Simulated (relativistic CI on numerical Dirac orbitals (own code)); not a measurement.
Ligand-field terms of d3

Computed with a parametric ligand-field model of a d^n configuration (Racah B and C, spin-orbit zeta, crystal field), exact diagonalisation.

Field parameters in Wybourne normalisation: Td as Oh with Dq negative (B⁴₀ = 21Dq, B⁴₄ = √(5/14) B⁴₀). The field is a parameter set, without covalency.

(1) Ground term and bands for B = 1020, C = 4520, ζ = 0 cm⁻¹, Td, 10Dq = -8360 cm⁻¹?

(2) Ground term and bands for B = 1020, C = 4520, ζ = 0 cm⁻¹, Td, 10Dq = -1940 cm⁻¹?

(3) Ground term and bands for B = 1020, C = 4520, ζ = 0 cm⁻¹, Td, 10Dq = -9280 cm⁻¹?

(4) Ground term and bands for B = 1020, C = 4520, ζ = 0 cm⁻¹, Td, 10Dq = -4690 cm⁻¹?

(5) Ground term and bands for B = 1020, C = 4520, ζ = 0 cm⁻¹, Td, 10Dq = -3770 cm⁻¹?

## Answers

(1) Ground term 4T1 with 1.91 electrons in the two orbitals of the cubic e set. Spin-allowed: 4T2 7224 cm⁻¹ (1384 nm), 4A2 15584 cm⁻¹ (642 nm), 4T1 21389 cm⁻¹ (468 nm). Lowest spin-forbidden: 2E 12601 cm⁻¹ (794 nm), 2T1 18996 cm⁻¹ (526 nm), 2T2 19318 cm⁻¹ (518 nm).

(2) Ground term 4T1 with 1.84 electrons in the two orbitals of the cubic e set. Spin-allowed: 4T2 1588 cm⁻¹, 4A2 3528 cm⁻¹ (2834 nm), 4T1 16537 cm⁻¹ (605 nm). Lowest spin-forbidden: 2E 17769 cm⁻¹ (563 nm), 2T2 18334 cm⁻¹ (545 nm), 2T1 18581 cm⁻¹ (538 nm).

(3) Ground term 4T1 with 1.92 electrons in the two orbitals of the cubic e set. Spin-allowed: 4T2 8065 cm⁻¹ (1240 nm), 4A2 17345 cm⁻¹ (577 nm), 4T1 22149 cm⁻¹ (451 nm). Lowest spin-forbidden: 2E 11736 cm⁻¹ (852 nm), 2T1 18971 cm⁻¹ (527 nm), 2T2 19363 cm⁻¹ (516 nm).

(4) Ground term 4T1 with 1.87 electrons in the two orbitals of the cubic e set. Spin-allowed: 4T2 3944 cm⁻¹ (2535 nm), 4A2 8634 cm⁻¹ (1158 nm), 4T1 18498 cm⁻¹ (541 nm). Lowest spin-forbidden: 2E 15898 cm⁻¹ (629 nm), 2T2 18954 cm⁻¹ (528 nm), 2T1 18990 cm⁻¹ (527 nm).

(5) Ground term 4T1 with 1.86 electrons in the two orbitals of the cubic e set. Spin-allowed: 4T2 3145 cm⁻¹ (3180 nm), 4A2 6915 cm⁻¹ (1446 nm), 4T1 17819 cm⁻¹ (561 nm). Lowest spin-forbidden: 2E 16636 cm⁻¹ (601 nm), 2T2 18789 cm⁻¹ (532 nm), 2T1 18923 cm⁻¹ (528 nm).
